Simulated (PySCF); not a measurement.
Isomers of C5H11Br, from PySCF, PBE0-D3(BJ)/def2-SVP geometry optimisation, gas phase. One conformer each, no zero-point energy, no frequencies.

Question: Which isomer lies lower at this level?
A. `[CH3:1][CH2:2][C@H:3]([CH3:4])[CH2:5][Br:6]` with C1–C2–C3–C4 -65°, C2–C3–C5–Br6 -65°: A = 4040, B = 1039, C = 867.4 MHz, dipole 1.99 D
B. `[CH3:1][CH2:2][C:3]([CH3:4])([CH3:5])[Br:6]` with C1–C2–C3–C4 53°: A = 2697, B = 1764, C = 1410 MHz, dipole 2.20 D

Answer: B. That is tert-amyl bromide, `CC(CC)(C)Br`, 3.9 kcal/mol below the other.

| SMILES | mapped SMILES | E (Eh) | relative (kcal/mol) | relative (kJ/mol) | dipole (D) |
| --- | --- | --- | --- | --- | --- |
| CCC(C)(C)Br | [CH3:1][CH2:2][C:3]([CH3:4])([CH3:5])[Br:6] | -2770.34625 | 0.0 | 0.0 | 2.20 |
| CC[C@H](C)CBr | [CH3:1][CH2:2][C@H:3]([CH3:4])[CH2:5][Br:6] | -2770.34007 | 3.9 | 16.2 | 1.99 |
